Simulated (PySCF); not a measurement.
A geometry optimisation, step by step.

Species: C5H13O2P.
Numbering: `[CH3:1][CH2:2][CH2:3][P@@:4]([CH3:5])(=[O:6])[CH2:7][OH:8]` (hydrogens: H9, H10, H11 on C1; H12, H13 on C2; H14, H15 on C3; H16, H17, H18 on C5; H19, H20 on C7; H21 on O8)

Computed by this run: PySCF, PBE0-D3(BJ)/def2-SVP geometry optimisation, gas phase; density fitting, grid level 1; the optimiser is geomeTRIC in internal coordinates, started from a GFN2-xTB structure with every atom displaced at random (about 0.01 Å). 7 of its 10 geometries are shown. The frame can shift and turn from step to step; on so coarse a grid that alone can change the energy by a few meV, and forces under 0.02 eV/Å are noise.

Step 0: E = -18756.7543 eV, largest atomic force 2.839 eV/Å
```
atom  x, y, z in Å  |  force x, y, z in eV/Å
C1      3.039    0.561    0.073   -2.057   1.374   0.380
C2      1.723   -0.099    0.507    0.305   0.741  -0.553
C3      0.498    0.445   -0.248    0.890  -0.560   1.113
P4     -0.989   -0.241    0.488   -1.625  -0.634  -2.240
C5     -1.175   -1.988   -0.084    0.365   1.250   1.062
O6     -1.106   -0.075    1.949    0.083   0.336   1.788
C7     -2.398    0.685   -0.326   -0.265  -0.110   0.906
O8     -2.424    1.971    0.233    0.094   0.061  -0.314
H9      2.971    1.660    0.292    0.196  -0.582  -0.191
H10     3.179    0.445   -0.988    0.310  -0.113  -0.814
H11     3.861    0.168    0.611    1.264  -0.602   0.679
H12     1.815   -1.171    0.348   -0.083  -0.580   0.028
H13     1.543    0.072    1.569    0.030  -0.089   0.390
H14     0.553    0.223   -1.298   -0.044  -0.165  -1.011
H15     0.448    1.522   -0.118   -0.188   0.568   0.003
H16    -2.108   -2.364    0.324   -0.390  -0.166   0.157
H17    -0.350   -2.541    0.354    0.329  -0.426   0.085
H18    -1.165   -2.054   -1.150    0.033  -0.153  -1.141
H19    -2.262    0.793   -1.398    0.078  -0.065  -0.533
H20    -3.375    0.150   -0.145    0.626   0.023  -0.134
H21    -2.350    1.861    1.186    0.049  -0.108   0.338
```

Step 2: E = -18756.9900 eV, largest atomic force 0.051 eV/Å
```
atom  x, y, z in Å  |  force x, y, z in eV/Å
C1      3.025    0.477    0.144    0.038  -0.008   0.025
C2      1.719   -0.178    0.562   -0.013  -0.008   0.026
C3      0.518    0.351   -0.213   -0.009   0.015  -0.037
P4     -1.078   -0.229    0.440    0.045  -0.021  -0.012
C5     -1.313   -1.930   -0.135   -0.013   0.008   0.006
O6     -1.217   -0.036    1.928    0.004   0.028  -0.016
C7     -2.323    0.843   -0.379   -0.027  -0.001  -0.003
O8     -2.226    2.087    0.250   -0.041   0.020  -0.006
H9      2.998    1.564    0.323   -0.008  -0.005  -0.005
H10     3.228    0.325   -0.929    0.003  -0.006   0.006
H11     3.879    0.068    0.707   -0.034   0.012  -0.016
H12     1.795   -1.272    0.432   -0.004   0.002  -0.002
H13     1.531   -0.013    1.636    0.008  -0.004   0.000
H14     0.583    0.118   -1.291    0.009   0.001   0.018
H15     0.455    1.450   -0.124    0.005  -0.004  -0.007
H16    -2.274   -2.303    0.248    0.001   0.002  -0.004
H17    -0.511   -2.556    0.283   -0.006  -0.019  -0.009
H18    -1.296   -1.998   -1.233    0.003   0.007   0.011
H19    -2.130    0.958   -1.458    0.012   0.029   0.018
H20    -3.324    0.377   -0.265    0.005  -0.035  -0.004
H21    -2.147    1.893    1.200    0.021  -0.014   0.010
```

Step 3: E = -18756.9934 eV, largest atomic force 0.076 eV/Å
```
atom  x, y, z in Å  |  force x, y, z in eV/Å
C1      3.034    0.466    0.159   -0.058   0.035  -0.022
C2      1.714   -0.171    0.566    0.023   0.019   0.009
C3      0.527    0.362   -0.229   -0.005  -0.009   0.021
P4     -1.069   -0.217    0.427   -0.006  -0.005  -0.076
C5     -1.305   -1.919   -0.144    0.013  -0.007   0.054
O6     -1.203   -0.016    1.914    0.006   0.019   0.038
C7     -2.338    0.837   -0.380   -0.001   0.016   0.065
O8     -2.273    2.075    0.267   -0.029  -0.011  -0.036
H9      3.014    1.555    0.323    0.002  -0.009  -0.006
H10     3.253    0.296   -0.907    0.001  -0.002  -0.015
H11     3.872    0.056    0.739    0.045  -0.021   0.046
H12     1.781   -1.266    0.447   -0.005  -0.016  -0.005
H13     1.516    0.006    1.635   -0.003  -0.001   0.004
H14     0.601    0.119   -1.302    0.006  -0.019  -0.024
H15     0.469    1.461   -0.150   -0.002   0.013   0.011
H16    -2.265   -2.290    0.243   -0.012   0.004   0.001
H17    -0.504   -2.550    0.267   -0.001  -0.006  -0.005
H18    -1.294   -1.985   -1.241    0.001   0.004  -0.046
H19    -2.154    0.973   -1.457    0.015   0.020  -0.016
H20    -3.322    0.339   -0.264   -0.008  -0.017  -0.026
H21    -2.166    1.865    1.211    0.018  -0.007   0.029
```

Step 4: E = -18756.9948 eV, largest atomic force 0.066 eV/Å
```
atom  x, y, z in Å  |  force x, y, z in eV/Å
C1      3.039    0.462    0.171   -0.054   0.021  -0.022
C2      1.713   -0.165    0.573    0.026   0.019  -0.001
C3      0.534    0.365   -0.236   -0.001  -0.013   0.022
P4     -1.064   -0.211    0.417   -0.011  -0.002  -0.063
C5     -1.302   -1.913   -0.153    0.010  -0.012   0.037
O6     -1.199   -0.006    1.904    0.005   0.007   0.041
C7     -2.344    0.835   -0.384    0.003   0.023   0.061
O8     -2.305    2.062    0.283   -0.021  -0.015  -0.027
H9      3.021    1.554    0.319    0.003  -0.005  -0.002
H10     3.268    0.276   -0.890    0.000  -0.001  -0.009
H11     3.869    0.057    0.766    0.036  -0.014   0.037
H12     1.775   -1.261    0.465   -0.003  -0.010  -0.003
H13     1.506    0.023    1.639   -0.002   0.000   0.004
H14     0.617    0.114   -1.307    0.002  -0.013  -0.019
H15     0.478    1.465   -0.164   -0.005   0.010   0.010
H16    -2.263   -2.281    0.233   -0.008   0.003  -0.001
H17    -0.503   -2.549    0.255    0.002   0.002  -0.002
H18    -1.292   -1.977   -1.250   -0.001   0.001  -0.032
H19    -2.158    0.991   -1.458    0.015   0.011  -0.014
H20    -3.319    0.315   -0.279   -0.009  -0.004  -0.032
H21    -2.183    1.839    1.223    0.013  -0.006   0.016
```

Step 6: E = -18756.9966 eV, largest atomic force 0.035 eV/Å
```
atom  x, y, z in Å  |  force x, y, z in eV/Å
C1      3.044    0.466    0.202    0.016  -0.012   0.008
C2      1.712   -0.150    0.602   -0.007   0.000  -0.011
C3      0.545    0.364   -0.236    0.004  -0.008   0.000
P4     -1.062   -0.209    0.395   -0.002   0.005   0.035
C5     -1.299   -1.909   -0.181   -0.011   0.001  -0.022
O6     -1.211   -0.007    1.882    0.004  -0.014  -0.014
C7     -2.343    0.839   -0.405   -0.007   0.001  -0.009
O8     -2.369    2.029    0.322   -0.006  -0.008   0.014
H9      3.022    1.562    0.309   -0.001   0.004   0.004
H10     3.294    0.241   -0.848    0.001   0.001   0.007
H11     3.864    0.085    0.830   -0.013   0.008  -0.012
H12     1.773   -1.249    0.519    0.000   0.005   0.003
H13     1.490    0.062    1.660    0.002   0.000   0.001
H14     0.649    0.096   -1.302   -0.003   0.010   0.005
H15     0.486    1.465   -0.179   -0.003  -0.003  -0.004
H16    -2.268   -2.271    0.193    0.006  -0.003  -0.001
H17    -0.508   -2.553    0.229    0.005   0.007   0.003
H18    -1.281   -1.965   -1.281    0.000  -0.004   0.014
H19    -2.118    1.053   -1.462    0.011  -0.005   0.004
H20    -3.304    0.283   -0.371   -0.001   0.013  -0.011
H21    -2.228    1.764    1.250    0.003   0.002  -0.011
```

Step 8: E = -18756.9970 eV, largest atomic force 0.027 eV/Å
```
atom  x, y, z in Å  |  force x, y, z in eV/Å
C1      3.042    0.474    0.228    0.010  -0.002   0.007
C2      1.708   -0.141    0.622   -0.006  -0.005  -0.003
C3      0.547    0.367   -0.226    0.002   0.002  -0.003
P4     -1.066   -0.214    0.384   -0.005   0.004   0.026
C5     -1.290   -1.911   -0.204   -0.001   0.004  -0.012
O6     -1.233   -0.024    1.872    0.001  -0.002  -0.017
C7     -2.337    0.840   -0.426    0.000  -0.011  -0.014
O8     -2.404    2.007    0.334    0.002   0.004   0.006
H9      3.016    1.571    0.324   -0.001   0.001   0.003
H10     3.303    0.239   -0.816   -0.001   0.002   0.002
H11     3.857    0.102    0.868   -0.006   0.001  -0.005
H12     1.771   -1.241    0.545    0.001   0.001   0.002
H13     1.479    0.074    1.677    0.000   0.001   0.000
H14     0.662    0.101   -1.292   -0.001   0.006   0.002
H15     0.482    1.467   -0.170    0.002  -0.002   0.002
H16    -2.260   -2.281    0.159    0.003  -0.002   0.002
H17    -0.499   -2.551    0.213    0.001  -0.001  -0.001
H18    -1.260   -1.964   -1.303    0.001   0.000   0.004
H19    -2.071    1.086   -1.468    0.000   0.000   0.003
H20    -3.292    0.275   -0.450    0.002   0.001   0.006
H21    -2.264    1.720    1.256   -0.003  -0.002  -0.009
```

Step 9: E = -18756.9970 eV, largest atomic force under 0.02 eV/Å
```
atom  x, y, z in Å  |  force x, y, z in eV/Å
C1      3.040    0.478    0.243   -0.005   0.005   0.000
C2      1.705   -0.139    0.629    0.002  -0.004   0.003
C3      0.546    0.372   -0.221   -0.001   0.002  -0.002
P4     -1.068   -0.216    0.380   -0.001  -0.002  -0.007
C5     -1.282   -1.913   -0.213    0.007   0.000   0.006
O6     -1.244   -0.031    1.867   -0.004   0.008  -0.001
C7     -2.336    0.836   -0.437    0.005  -0.007  -0.006
O8     -2.417    1.998    0.329    0.004   0.006  -0.002
H9      3.013    1.575    0.344    0.000  -0.001   0.002
H10     3.305    0.248   -0.801   -0.001   0.002  -0.001
H11     3.853    0.104    0.884    0.004  -0.004   0.005
H12     1.769   -1.238    0.548    0.001  -0.001   0.001
H13     1.472    0.072    1.685   -0.002   0.001   0.000
H14     0.665    0.112   -1.287    0.000   0.001  -0.002
H15     0.478    1.472   -0.159    0.002   0.001   0.007
H16    -2.250   -2.289    0.146   -0.001  -0.001   0.000
H17    -0.488   -2.548    0.206   -0.001  -0.004  -0.004
H18    -1.246   -1.964   -1.312    0.000   0.003  -0.006
H19    -2.057    1.088   -1.474   -0.005   0.001  -0.002
H20    -3.289    0.268   -0.477    0.000  -0.006   0.006
H21    -2.279    1.707    1.249   -0.005  -0.001   0.004
```

**Question.** Summarise the path.

**Answer.** The energy falls by 5.60 kcal/mol from step 0 to step 9; nine tenths of that is first reached at step 1. It never rises by more than 0.2 meV. The largest force goes from 2.839 to under 0.02 eV/Å. Among the bonds C1–H11 changes most, from 1.058 to 1.100 Å; the atoms move by 0.124 Å rms after alignment.

**Question.** Follow the three bonds and two angles with the largest change from start to end.

**Answer.** 
```csv
step,E above end (kcal/mol),largest force (eV/Å),C1–H11 (Å),P4–C5 (Å),P4=O6 (Å),C2–C3–P4 (°),H10–C1–H11 (°)
0,5.60,2.839,1.058,1.848,1.476,108.9,111.1
1,0.40,0.338,1.109,1.812,1.508,114.4,108.0
2,0.16,0.051,1.102,1.811,1.507,113.4,107.7
3,0.08,0.076,1.099,1.811,1.507,112.6,107.6
4,0.05,0.066,1.099,1.811,1.507,112.3,107.6
5,0.02,0.027,1.100,1.811,1.508,112.2,107.6
6,0.01,0.035,1.101,1.811,1.509,112.3,107.7
7,0.00,0.042,1.101,1.810,1.509,112.4,107.7
8,0.00,0.027,1.101,1.810,1.509,112.5,107.7
9,0.00,under 0.02,1.100,1.810,1.509,112.5,107.6
```

The cost below is that of the whole optimisation. Time: 4.9 min wall; peak memory 0.90 GiB. Hardware: Arm Neoverse N1, one thread, shared host with 64 logical CPUs at a one-minute load of 61.
